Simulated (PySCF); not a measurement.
The dipole of `CO[Si@H]1CC[P@@H](=S)CC1` from its density and from atomic charges.

Coordinates (GFN2-xTB, Å) and charges (e) from the PBE0/pcSseg-1 density (PySCF):

| atom | x | y | z | Mulliken | IAO | Hirshfeld | ESP-fitted |
| --- | --- | --- | --- | --- | --- | --- | --- |
| C1 | 2.855 | -0.200 | 1.010 | -0.0075 | -0.1971 | -0.0300 | -0.2014 |
| O2 | 1.731 | -0.731 | 0.365 | -0.6489 | -0.6381 | -0.2220 | -0.2807 |
| Si3 | 0.958 | -0.209 | -0.962 | +1.0299 | +1.1283 | +0.4167 | +0.4845 |
| C4 | -0.415 | -1.499 | -1.167 | -0.5354 | -0.5585 | -0.1627 | -0.3430 |
| C5 | -1.482 | -1.379 | -0.087 | -0.4179 | -0.4757 | -0.1052 | -0.0256 |
| P6 | -2.275 | 0.271 | -0.034 | +0.4021 | +0.9642 | +0.3186 | +0.0338 |
| S7 | -3.828 | 0.408 | 1.106 | -0.4070 | -0.6239 | -0.3518 | -0.3989 |
| C8 | -0.938 | 1.469 | 0.341 | -0.4245 | -0.4770 | -0.1077 | -0.0733 |
| C9 | 0.161 | 1.508 | -0.715 | -0.5614 | -0.5715 | -0.1654 | -0.1741 |
| H10 | 3.714 | -0.194 | 0.338 | +0.1014 | +0.1332 | +0.0440 | +0.1120 |
| H11 | 2.666 | 0.821 | 1.348 | +0.0980 | +0.1288 | +0.0425 | +0.1104 |
| H12 | 3.074 | -0.831 | 1.871 | +0.1243 | +0.1582 | +0.0526 | +0.1152 |
| H13 | 1.823 | -0.139 | -2.145 | -0.1072 | -0.1606 | -0.0882 | -0.1272 |
| H14 | -0.005 | -2.509 | -1.149 | +0.1594 | +0.1634 | +0.0489 | +0.1038 |
| H15 | -0.881 | -1.365 | -2.143 | +0.1431 | +0.1457 | +0.0368 | +0.1041 |
| H16 | -1.059 | -1.548 | 0.910 | +0.1738 | +0.1624 | +0.0490 | +0.0754 |
| H17 | -2.288 | -2.109 | -0.226 | +0.1731 | +0.1655 | +0.0500 | +0.0872 |
| H18 | -2.498 | 0.520 | -1.399 | +0.0620 | -0.0734 | -0.0057 | +0.1088 |
| H19 | -1.420 | 2.447 | 0.467 | +0.1737 | +0.1652 | +0.0488 | +0.0778 |
| H20 | -0.544 | 1.176 | 1.322 | +0.1680 | +0.1568 | +0.0475 | +0.0956 |
| H21 | 0.907 | 2.249 | -0.419 | +0.1529 | +0.1530 | +0.0433 | +0.0581 |
| H22 | -0.266 | 1.863 | -1.654 | +0.1481 | +0.1512 | +0.0400 | +0.0575 |

Question: Form Σ q r in debye for every column and set it beside the full dipole.

Answer: The full density gives (5.37, 0.24, -2.04) D, 5.75 D in size; dipole vectors point from the negative to the positive end.

```
    scheme    μx     μy     μz  size (D)  share of the full size (%)  angle to the full dipole (°)
  Mulliken  6.52   0.62  -2.96      7.19                         125                             4
       IAO  5.83   0.70  -3.65      6.92                         120                            12
 Hirshfeld  4.20  -0.05  -1.75      4.55                          79                             4
ESP-fitted  5.47   0.26  -2.11      5.87                         102                             0
```

Question: Which set comes closest?

Answer: Length of the difference vector: ESP-fitted 0.13 D, Hirshfeld 1.23 D, Mulliken 1.53 D, IAO 1.74 D. Closest: ESP-fitted. The schemes that divide the density aren't constrained to reproduce the dipole.

Question: What is left for the Hirshfeld atoms' own dipoles?

Answer: The shares of the density sum to the whole, so what Σ q r misses lies in dipoles about the nuclei. The atomic dipoles sum to (5.37, 0.24, -2.04) − (4.20, -0.05, -1.75) = (1.17, 0.29, -0.29) D, 1.23 D in size.

Question: With the origin at the mean of the coordinates, (0.000, 0.001, -0.137) Å, which are the largest single terms, by size, of the ESP-fitted dipole along the direction of the full one?

Answer: S7 +7.66, Si3 +2.74, C1 -2.18, O2 -1.90, H10 +1.77 D; all 22 atoms together +5.87 D. The single terms depend on the origin, their sum doesn't.

Question: Give the size of the full dipole in other units.

Answer: 5.75 D = 2.262 au = 1.197 e·Å = 19.18 × 10⁻³⁰ C·m.

Geometry: GFN2-xTB, one conformer, isolated molecule.
